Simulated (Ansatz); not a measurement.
Ansatz (a first-principles code) input file for Cl2H4OSi2, SMILES O[Si]([SiH3])(Cl)Cl, PBE0/def2-TZVPD. Geometry: r2SCAN-D4/def2-SVP. The values are those of a single conformer.

Ansatz 0.2 input:
```yaml
crystal:
  periodic: [false, false, false]
  atoms:
    - {symbol: O, position_ang: [-0.20688820, 1.94373251, 0.00000001]}
    - {symbol: Si, position_ang: [-0.07084666, 0.30033408, 0.00000000]}
    - {symbol: Si, position_ang: [2.18052333, -0.28309354, 0.00000000]}
    - {symbol: Cl, position_ang: [-1.02159070, -0.49625048, -1.66471011]}
    - {symbol: Cl, position_ang: [-1.02159071, -0.49625049, 1.66471010]}
    - {symbol: H, position_ang: [-1.09314503, 2.32969978, 0.00000001]}
    - {symbol: H, position_ang: [2.83915273, 0.26204286, -1.22319928]}
    - {symbol: H, position_ang: [2.26855570, -1.77249648, -0.00000000]}
    - {symbol: H, position_ang: [2.83915272, 0.26204285, 1.22319931]}
basis:
  gaussian:
    orbitals: def2-TZVPD
hamiltonian:
  xc: {name: PBE0}
```

Log of the run:

```
WARN ansatz: RAYON_NUM_THREADS=2 ignored (pool sized by the plan → 2); use --threads N
Functional definition: PBE0
integrals: 0.28 GiB planned
1596 factors; their error is unknown
mean field: 2.11 GiB planned
mean field evaluation 1: about -42897.6671 eV, gradient 5.3e1 eV
mean field evaluation 2: about -42887.9322 eV, gradient 8.9e1 eV
mean field evaluation 4: about -42902.1545 eV, gradient 2.9e0 eV
mean field evaluation 8: about -42902.1666 eV, gradient 4.4e-2 eV
mean field evaluation 16: about -42902.2380 eV, gradient 8.3e-5 eV
mean field -42902.23801954 eV, -1576.6281670368 hartree, gradient 8.3e-5 eV, S^2 0.000000; 0 other end points of the search recorded, 0 dependent functions left out
reference -42902.23807459 eV, -1576.6281690599 hartree; 37, 37 occupied and 217, 217 virtual orbitals, 1596 factors
Total energy: -42902.23807459 eV, -1576.6281690599 hartree
```

The run converged.

Cost: about 16 core-seconds (a rough figure).
